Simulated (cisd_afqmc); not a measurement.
Input (AFQMC/CISD/def2-SVP; cisd_afqmc is a phaseless AFQMC code with CISD trial states that reads the integrals written by Ansatz):

Ansatz 0.2 input:
```python
import cisd_afqmc

open("ham.yaml", "w").write("""\
crystal:
  periodic: [false, false, false]
  atoms:
    - {symbol: Sn, position_ang: [-0.00000000, -0.00000000, -0.25264832]}
    - {symbol: O, position_ang: [0.00000000, 0.00000000, 1.57905201]}
basis:
  gaussian:
    orbitals: def2-SVP
magnetization: {spin_polarized: false}
correlation: {method: ccsd, electrons: outside_noble_gas, hamiltonian_folder: ham}
""")
rep = cisd_afqmc.ansatz("ham.yaml")
e_ccsd = rep["correlation"]["coupled_cluster"]["energy"]["hartree"]
out = cisd_afqmc.run("ham", e_ccsd, trial="CISD", walkers=200, populations=8, threads=8, dt=0.005, steps=40, early=36, settle=10, least=32,
    cut=5e-5, rank_cut=2e-4, target=0.0004, seconds=1500, seed=1, memory=17280, gpu=False)
```

Output:

```
WARN ansatz::render: the results are in doubt because among natural orbitals full CI differs from the method by -0.256 eV
orbitals 30, occupied [5], factors 166 of 468, rank of the doubles 70 of 125
E(HF) = -288.103033
E(CCSD) on the cut factors = -288.381096, shift to the whole factors -0.000003
Energy of the trial state on the determinant = -288.381070
  tau behind 10.8 of longer steps, mean of the populations' last blocks
   2.0  -288.40110
   4.0  -288.39595
   6.0  -288.39888
   8.0  -288.40262
  10.0  -288.40217
  12.0  -288.40140
  14.0  -288.39939
  16.0  -288.40031
  18.0  -288.40152
  20.0  -288.39925
  22.0  -288.39877
  24.0  -288.39953
  26.0  -288.39884
  28.0  -288.40003
  30.0  -288.39883
  32.0  -288.40007
  34.0  -288.39970
  36.0  -288.39765
  38.0  -288.39819
  40.0  -288.39705
blocks 1825 (4 outliers left out), error by blocks joined: 1: 0.00019, 2: 0.00025, 4: 0.00030, 8: 0.00036, 16: 0.00040
E(AFQMC/CISD) = -288.39934 +/- 0.00040
```

A triplet may lie lower; no result for it is given here.

The run carries these doubts: large difference.
